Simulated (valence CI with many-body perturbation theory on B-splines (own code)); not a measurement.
## Sn XLIV: calculated level list

Method: relativistic CI+MBPT: five valence electrons over a frozen Dirac-Fock core [He], radial functions for each j: 11 s, 11 p, 10 d, 8 f, 5 g, 2 h, with the one-electron correlation potential Σ1 (screened to all orders), the two-electron term Σ2, the three-electron term Σ3, Breit, model QED; selected single and double excitations, second order for the rest, scaled by the run's own slope (own B-spline code, finite nucleus).

No measured spectrum was set against this ion. As an estimate, large intervals hold to a few tenths of a per cent, small ones and those within an open d or f shell to about a per cent. Among the levels kept, up to 7200 cm⁻¹ of a level comes from second order outside the variational space, and about a tenth of that is noise between levels of different J, which matters for small intervals.

Levels 91 to 135 of 202, with energies above the lowest level, (2s^2 2p1/2^2 2p3/2) J=3/2. "Leading %" is the weight of the configuration and term that name the level; weights of strongly mixed levels are sums over their largest components and can fall short. In the jj column 3d3/2^4 stands for four electrons in 3d with j = 3/2. Lifetimes count E1, E2, E3, M1 and M2 decay at the calculated energies, and are blank where another channel may lead or the interval is too uncertain; long ones can be off by a factor of two.

```csv
No.,Configuration,Term,J,E (eV),Leading %,Lifetime,g,Leading jj
91,2s2p³3d,²P°,1/2,4542.5,48,19.3 fs,0.625,2s 2p1/2^2 2p3/2 3d3/2 (89 %)
92,2s2p³3s,²D°,5/2,4547.0,75,21.1 fs,1.229,2s 2p1/2 2p3/2^2 3s (96 %)
93,2s2p³3d,²F°,7/2,4556.1,28,16.6 fs,1.166,2s 2p1/2^2 2p3/2 3d5/2 (96 %)
94,2s2p³3p,⁶P,3/2,4559.7,35,22.4 fs,1.700,2s 2p1/2 2p3/2^2 3p1/2 (95 %)
95,2s2p³3d,²D°,5/2,4564.0,30,2.82 fs,1.136,2s 2p1/2^2 2p3/2 3d5/2 (93 %)
96,2s2p³3d,²P°,3/2,4565.8,26,4.11 fs,1.317,2s 2p1/2^2 2p3/2 3d5/2 (93 %)
97,2s2p³3p,⁴F,5/2,4567.8,23,6.40 fs,1.308,2s 2p1/2 2p3/2^2 3p1/2 (77 %)
98,2s2p³3s,⁴P°,1/2,4568.5,83,42.7 fs,2.315,2s 2p1/2 2p3/2^2 3s (98 %)
99,2s²2p²3d,²D,3/2,4572.5,34,3.79 fs,1.147,2s^2 2p3/2^2 3d3/2 (95 %)
100,2s²2p²3d,⁴D,5/2,4574.8,22,6.12 fs,1.227,2s^2 2p3/2^2 3d3/2 (71 %)
101,2s²2p²3d,²P,1/2,4574.9,54,4.23 fs,1.159,2s^2 2p3/2^2 3d3/2 (80 %)
102,2s²2p²3d,²F,7/2,4575.1,34,3.08 fs,1.135,2s^2 2p3/2^2 3d3/2 (84 %)
103,2s²2p²3d,²F,7/2,4580.3,55,66.5 fs,1.197,2s^2 2p3/2^2 3d5/2 (92 %)
104,2s²2p²3d,⁴F,9/2,4581.5,59,61.6 ps,1.235,2s^2 2p3/2^2 3d5/2 (98 %)
105,2s2p³3s,⁴S°,3/2,4584.1,35,69.4 fs,1.507,2s 2p1/2 2p3/2^2 3s (95 %)
106,2s2p³3s,²S°,1/2,4585.7,47,19.1 fs,1.034,2s 2p1/2 2p3/2^2 3s (96 %)
107,2s²2p²3d,²S,1/2,4593.1,39,3.89 fs,1.694,2s^2 2p3/2^2 3d5/2 (81 %)
108,2s2p³3s,²D°,3/2,4594.1,81,22.1 fs,0.939,2s 2p1/2 2p3/2^2 3s (94 %)
109,2s2p³3s,²D°,5/2,4595.8,78,114 fs,1.247,2s 2p1/2 2p3/2^2 3s (94 %)
110,2s2p³3s,²P°,3/2,4596.1,37,47.9 fs,1.540,2s 2p1/2 2p3/2^2 3s (93 %)
111,2s2p³3p,²F,7/2,4596.3,34,185 fs,1.224,2s 2p1/2 2p3/2^2 3p1/2 (90 %)
112,2s²2p²3d,²P,3/2,4601.7,48,3.35 fs,1.169,2s^2 2p3/2^2 3d5/2 (69 %)
113,2s2p³3s,²P°,1/2,4606.7,85,39.4 fs,0.853,2s 2p1/2 2p3/2^2 3s (97 %)
114,2s²2p²3d,²D,5/2,4607.3,62,3.20 fs,1.161,2s^2 2p3/2^2 3d5/2 (92 %)
115,2s2p³3p,⁴P,5/2,4613.7,54,26.5 fs,1.445,2s 2p1/2 2p3/2^2 3p1/2 (97 %)
116,2s²2p²3d,²D,3/2,4618.2,75,2.41 fs,0.884,2s^2 2p3/2^2 3d3/2 (68 %)
117,2s2p³3p,⁴D,1/2,4627.3,61,24.5 fs,0.510,2s 2p1/2 2p3/2^2 3p1/2 (85 %)
118,2s²2p²3d,²D,5/2,4628.2,64,3.58 fs,1.184,2s^2 2p3/2^2 3d5/2 (94 %)
119,2s2p³3p,⁶P,7/2,4630.2,44,123 fs,1.442,2s 2p1/2 2p3/2^2 3p3/2 (96 %)
120,2s2p³3p,⁴P,5/2,4631.3,33,20.4 fs,1.466,2s 2p1/2 2p3/2^2 3p3/2 (94 %)
121,2s2p³3p,⁴P,1/2,4637.1,58,77.1 fs,1.607,2s 2p1/2 2p3/2^2 3p3/2 (50 %)
122,2s2p³3p,⁴F,3/2,4642.1,26,26.0 fs,1.029,2s 2p1/2 2p3/2^2 3p1/2 (96 %)
123,2s2p³3p,²P,1/2,4643.1,48,8.77 fs,1.532,2s 2p1/2 2p3/2^2 3p1/2 (64 %)
124,2s2p³3p,²D,3/2,4650.0,25,43.1 fs,1.236,2s 2p1/2 2p3/2^2 3p1/2 (60 %)
125,2s2p³3p,²F,5/2,4650.5,57,32.3 fs,1.007,2s 2p1/2 2p3/2^2 3p1/2 (96 %)
126,2s2p³3p,⁴P,3/2,4657.8,46,10.5 fs,1.375,2s 2p1/2 2p3/2^2 3p3/2 (67 %)
127,2s2p³3p,⁴F,9/2,4662.4,99,3.37 ps,1.320,2s 2p1/2 2p3/2^2 3p3/2 (99 %)
128,2s2p³3p,⁴D,7/2,4663.4,63,26.6 fs,1.309,2s 2p1/2 2p3/2^2 3p3/2 (99 %)
129,2s2p³3p,²P,3/2,4670.8,72,8.66 fs,1.330,2s 2p1/2 2p3/2^2 3p3/2 (86 %)
130,2s2p³3p,²P,3/2,4675.1,33,40.5 fs,1.226,2s 2p1/2 2p3/2^2 3p1/2 (92 %)
131,2s2p³3p,⁴P,1/2,4675.6,42,28.8 fs,1.887,2s 2p1/2 2p3/2^2 3p1/2 (95 %)
132,2s2p³3p,²D,5/2,4684.9,60,10.2 fs,1.238,2s 2p1/2 2p3/2^2 3p3/2 (98 %)
133,2s2p³3d,⁶D°,3/2,4695.4,37,22.1 fs,1.352,2s 2p1/2 2p3/2^2 3d3/2 (96 %)
134,2s2p³3d,⁶D°,1/2,4696.8,40,26.5 fs,2.083,2s 2p1/2 2p3/2^2 3d3/2 (95 %)
135,2s2p³3d,⁶D°,5/2,4697.4,36,14.4 fs,1.292,2s 2p1/2 2p3/2^2 3d3/2 (89 %)
```
